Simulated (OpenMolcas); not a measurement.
## Sr⁺: input and output

Input:

```
&GATEWAY
Coord
1

Sr 0.0 0.0 0.0
Basis=ANO-R2
Group=XYZ
NoMove
AngMom=0.0 0.0 0.0
AMFI
&SEWARD
&RASSCF
FileOrb=start.orb
Symmetry=1
Spin=2
nActEl=1 0 0
Inactive=9 9
Ras2=6 3
CIRoot=6 6 1
SDav=6
CIMx=300
Iter=120 100
PrWF=0.3
OrbListing=Nothing
MaxOrb=0
Atom
>>> COPY $Project.JobIph JOB001
&RASSCF
FileOrb=start.orb
Symmetry=2
Spin=2
nActEl=1 0 0
Inactive=9 9
Ras2=6 3
CIRoot=3 3 1
SDav=3
CIMx=300
Iter=120 100
PrWF=0.3
OrbListing=Nothing
MaxOrb=0
Atom
>>> COPY $Project.JobIph JOB002
&RASSI
NrOfJobIphs=2 6 3
1 2 3 4 5 6
1 2 3
IphNames
JOB001
JOB002
EJob
SpinOrbit
DIPRint=1.0
SOCoupling=1000.0
Subsets=2
MEES
Property=10
'ANGMOM' 1 'ANGMOM' 2 'ANGMOM' 3 'MLTPL  1' 1 'MLTPL  1' 2 'MLTPL  1' 3
'AMFI' 1 'AMFI' 2 'AMFI' 3 'MLTPL  2' 6
SOProperty=3
'ANGMOM' 1 'ANGMOM' 2 'ANGMOM' 3
```

Launched by
```bash
OMP_NUM_THREADS=1 MOLCAS_MEM=2252 MOLCAS_PROJECT=a pymolcas a.inp > a.log  # once for each step of the input, in one work folder
```

A driver script runs the steps one by one and writes start.orb anew before each from the orbitals found so far.

Output, cut to the results:

```
--- SEWARD ---
Basis set label: SR.ANO-R...6S5P3D1F.

      Electronic valence basis set:
      ------------------
      Associated Effective Charge  38.000000 au
      Associated Actual Charge     38.000000 au
      Nuclear Model: Finite nucleus - Gaussian distribution
        Gaussian exponent, Xi/bohr**(-2):  2.28394E+08

      Shell  nPrim  nBasis  Cartesian Spherical Contaminant
         s      22       6        X
         p      15       5        X
         d      10       3                 X
         f       6       1                 X
                  Relativistic X2C integrals
                  Atomic mean-field integrals
--- RASSCF ---
Wave function specifications:
      -----------------------------

      Number of closed shell electrons          36
      Number of electrons in active shells       1
      Max number of holes in RAS1 space          0
      Max nr of electrons in RAS3 space          0
      Number of inactive orbitals               18
      Number of active orbitals                  9
      Number of secondary orbitals              16
      Spin quantum number                      0.5
      State symmetry                             1
Orbital specifications:
      -----------------------

      Symmetry species                           1   2
                                                ag  au
      Frozen orbitals                            0   0
      Inactive orbitals                          9   9
      Active orbitals                            6   3
      RAS1 orbitals                              0   0
      RAS2 orbitals                              6   3
      RAS3 orbitals                              0   0
      Secondary orbitals                         6  10
      Deleted orbitals                           0   0
      Number of basis functions                 21  22
      Number of CSFs                             6
      Number of root(s) required                 6
      Iter CI   SX   CI       RASSCF       Energy    max ROT     max BLB   max BLB  Level Ln srch  Step   QN
          iter iter root      energy       change     param      element    value   shift minimum  type update
 Nr of preliminary CI iterations:   1
 ###############################################################################
 ###############################################################################
 ###                                                                         ###
 ###                                                                         ###
 ###    WARNING: Problems in orbital optimization.                           ###
 ###                                                                         ###
 ###                                                                         ###
 ###############################################################################
 ###############################################################################
  Warning: In symmetry  2, orbital p=  10 has diagonal density matrix element D(p,p) close to zero. D(p,p)=  0.000000E+00
  Warning: In symmetry  2, orbital p=  11 has diagonal density matrix element D(p,p) close to zero. D(p,p)=  0.000000E+00
        ...
  Warning: In symmetry  2, orbital p=  10 has diagonal density matrix element D(p,p) close to zero. D(p,p)=  0.000000E+00
  Warning: In symmetry  2, orbital p=  11 has diagonal density matrix element D(p,p) close to zero. D(p,p)=  0.000000E+00
  Warning: In symmetry  2, orbital p=  12 has diagonal density matrix element D(p,p) close to zero. D(p,p)=  0.000000E+00
        4   1    2    0  -177.10973932   -1.36E-11   3.60E-06   15  16 1 -3.66E-07   0.50   0.00    SX    NO
      Convergence after  4 iterations
        5   1    2    0  -177.10973932   -1.82E-12   3.60E-06   15  16 1 -2.26E-07   0.50   0.00    SX    NO
      Natural orbitals and occupation numbers for root  1
      sym 1:  -0.000000  -0.000000  -0.000000   0.000000   0.000000   1.000000
      sym 2:   0.000000   0.000000   0.000000
      Natural orbitals and occupation numbers for root  2
      sym 1:   0.000000   1.000000   0.000000  -0.000000   0.000000   0.000000
      sym 2:   0.000000   0.000000   0.000000
      Natural orbitals and occupation numbers for root  3
      sym 1:   1.000000   0.000000   0.000000   0.000000   0.000000   0.000000
      sym 2:   0.000000   0.000000   0.000000
::    RASSCF root number  1 Total energy:  -3177.17304311
::    RASSCF root number  2 Total energy:  -3177.09707856
...
--- RASSI ---
SPIN-FREE ENERGIES:
  (Shifted by EMIN (a.u.) =      -3177.1730431090)

 SF State       Relative EMIN(au)   Rel lowest level(eV)    D:o, cm**(-1)      L_eff

     1             0.0000000000        0.0000000000              0.0000         0.0
     2             0.0759645493        2.0671006928          16672.2915         2.0
     3             0.0759645493        2.0671006928          16672.2915         2.0
     4             0.0759645493        2.0671006928          16672.2915         2.0
     5             0.0759645493        2.0671006928          16672.2915         2.0
     6             0.0759645493        2.0671006928          16672.2915         2.0
     7             0.1177858004        3.2051149082          25850.9951         1.0
     8             0.1177858004        3.2051149082          25850.9951         1.0
     9             0.1177858004        3.2051149082          25850.9951         1.0
     Dipole printing threshold changed to   1.00000000E+00

++ Dipole transition strengths (spin-free states):
   -----------------------------------------------
     for osc. strength at least  1.00000000E+00

  ( Max oscillator strength is only   0.42660413535719593      )
--
Eigenvalues of complex Hamiltonian:
   -----------------------------------
  (Shifted by EMIN (a.u.) =      -3177.1730431090)

 SO State       Relative EMIN(au)   Rel lowest level(eV)    D:o, cm**(-1)     J-value

     1             0.0000000000        0.0000000000              0.0000         0.4
     2             0.0000000000        0.0000000000              0.0000         0.4
     3             0.0752138413        2.0466728862          16507.5301         1.4
     4             0.0752138413        2.0466728862          16507.5301         1.3
     5             0.0752138413        2.0466728862          16507.5301         1.0
     6             0.0752138413        2.0466728862          16507.5301         1.0
...
```

The J values that RASSI prints are effective ones from its own formula and need not be integers or half-integers; the table below assigns J from the states.

Levels above the lowest, from the spin-orbit matrix, grouped by J:

| Configuration | Term | J | E (cm-1) | Measured (cm-1) | Term weight % |
| --- | --- | --- | --- | --- | --- |
| 5s | 2S | 1/2 | 0.0 | 0.0 | 100 |
| 4d | 2D | 3/2 | 16508 | 14556 | 100 |
| 4d | 2D | 5/2 | 16782 | 14836 | 100 |
| 5p | 2P* | 1/2 | 25326 | 23715 | 100 |
| 5p | 2P* | 3/2 | 26114 | 24517 | 100 |

Against the 4 measured excited levels shown (NIST Handbook of Basic Atomic Spectroscopic Data) the mean absolute deviation is 1800 cm-1; the largest miss in energy is 4d 2D 3/2: computed 16508, measured 14556 cm-1 (+13.4 %).

ANO sets are built for ground and valence states and can reach diffuse excited orbitals poorly. With one active electron the reference holds no correlation, so core polarisation is missing. The ANO-R sets hold no well-fitted valence p shell for this element, so s → p excitations can come out far too high. Computed and measured levels are paired by configuration, term and J; levels that our copy of the source lacks, or whose pairing is in doubt (as where it misses far off the trend of its configuration), stay unpaired and out of the deviations. Only configurations of the active space appear.

The RASSCF and RASSI steps took 7.9 s on 1 thread of Arm Neoverse V1, on a shared host; the integral step is not counted.

The term weight is that of the spin-free term in the level, not the purity of its configuration. * marks odd parity.
